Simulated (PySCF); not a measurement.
UHF on He (helium, neutral), 1s1 3d1, 1s spin antiparallel (an excited configuration). Calculation: PySCF 2.14, in aug-cc-pVQZ-DK (5s4p3d2f, 46 functions); the spin-free X2C one-electron Hamiltonian (Gaussian nucleus).

```
cycle= 1 E= -1.30377602189508  delta_E= -7.6e-05  |g|= 0.00284  |ddm|= 0.00664
cycle= 2 E= -1.30377877268414  delta_E= -2.75e-06  |g|= 0.000534  |ddm|= 0.00131
cycle= 3 E= -1.30377887753299  delta_E= -1.05e-07  |g|= 5.19e-06  |ddm|= 0.000319
cycle= 4 E= -1.30377887754475  delta_E= -1.18e-11  |g|= 4.3e-07  |ddm|= 6.79e-06
converged SCF energy = -1.30377887754475  <S^2> = 1  2S+1 = 2.236068
```

Highest occupied orbital energy: 18.938 eV; ⟨L²⟩ = 6.00; populations by l: s 1.00, p 0.00, d 1.00, f 0.00.

Question: Can this result be used?

Answer: Not for this state. The run converged. The outer electron is Rydberg-like, and this basis confines it to a smaller radius and binds it less than a complete one would. With the s spin flipped the determinant is a mixture of two multiplicities, not a spectroscopic state. At UHF the highest occupied level has a positive energy, so only the finite basis holds that electron; for this excited configuration the basis is too tight for the outer shell.
